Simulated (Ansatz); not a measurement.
BClH$_{4}$N$_{2}$, SMILES `NB(N)Cl` at its PBE0-D4/def2-TZVP geometry, where that method's forces vanish. Total charge 0; spin multiplicity 1.

```xyz
8

N    -0.4144   -0.2976   -1.1639
B     0.3767   -0.0899   -0.0230
N    -0.0993    0.4202    1.1953
Cl    2.1146   -0.5045   -0.1289
H    -0.0296   -0.6650   -2.0139
H    -1.3970   -0.0965   -1.2040
H     0.5045    0.5517    1.9850
H    -1.0554    0.6816    1.3535
```

Q: What forces (eV/Å) does PBE-D4/def2-TZVPP give on these atoms in Ansatz? (Estimate.)

A: The calculation gave: 
```
N1  -0.007 -0.002 -0.009
B2   0.162 -0.039 -0.010
N3  -0.004  0.004  0.010
Cl4  0.227 -0.054 -0.014
H5   0.117 -0.124 -0.296
H6  -0.352  0.066 -0.033
H7   0.194  0.050  0.277
H8  -0.337  0.099  0.075
```
